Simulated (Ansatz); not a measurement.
## BCl3 (boron trichloride): the energy, rung by rung

BCl3: 4 atoms, total charge 0, spin state singlet. SMILES: `ClB(Cl)Cl`. The shape is that of a PBE0-D4/def2-TZVP optimisation.

```jsonl
{"atom": "Cl", "x (Å)": "-0.2579", "y (Å)": "0.5164", "z (Å)": "1.6383"}
{"atom": "B", "x (Å)": "0.0000", "y (Å)": "0.0000", "z (Å)": "0.0000"}
{"atom": "Cl", "x (Å)": "0.9420", "y (Å)": "-1.4231", "z (Å)": "-0.3240"}
{"atom": "Cl", "x (Å)": "-0.6841", "y (Å)": "0.9066", "z (Å)": "-1.3143"}
```

Each level gives the energy change with the B2–Cl4 bond stretched from 1.737 to 2.171 Å (eV). The values are calculated.

| level | kind | program | value (eV) | less FCI/STO-3G | CPU time (all runs) |
| --- | --- | --- | --- | --- | --- |
| HF/STO-3G (restricted) | Hartree–Fock | Ansatz | 1.45 | +0.32 | 0.48 s |
| SVWN5/STO-3G (restricted) | LDA | Ansatz | 1.32 | +0.19 | 1.9 s |
| BLYP/STO-3G (restricted) | GGA | Ansatz | 0.97 | -0.16 | 3 s |
| r2SCAN/STO-3G (restricted) | meta-GGA | Ansatz | 1.21 | +0.08 | 8 s |
| B3LYP/STO-3G (restricted) | global hybrid | Ansatz | 1.15 | +0.02 | 3.1 s |
| wB97M-V/STO-3G (restricted) | range-separated hybrid | Ansatz | 1.34 | +0.21 | 46 s |
| MP2/STO-3G (restricted) | perturbation theory | Ansatz | 1.25 | +0.12 | 0.48 s |
| CCSD/STO-3G (restricted) | coupled cluster or CI | Ansatz | 1.16 | +0.03 | 0.63 s |
| CCSDT/STO-3G (restricted) | coupled cluster or CI | Ansatz | 1.13 | 0.00 | 1 s |
| FCI/STO-3G | exact in the basis | Ansatz | 1.13 | 0.00 | 20 s |

FCI/STO-3G is exact within its basis and frozen core, so for wave-function methods in that basis the difference is their error; functionals converge differently with the basis, so for them it is only a difference. The first shape isn't each level's own minimum. The values span 0.97 to 1.45 eV. All rows use very small basis sets, so none should be taken for the real molecule's value. In so small a basis fixed costs decide the times, and correlated methods can beat functionals. CPU times are rough (shared hosts, several kinds of processor and program).
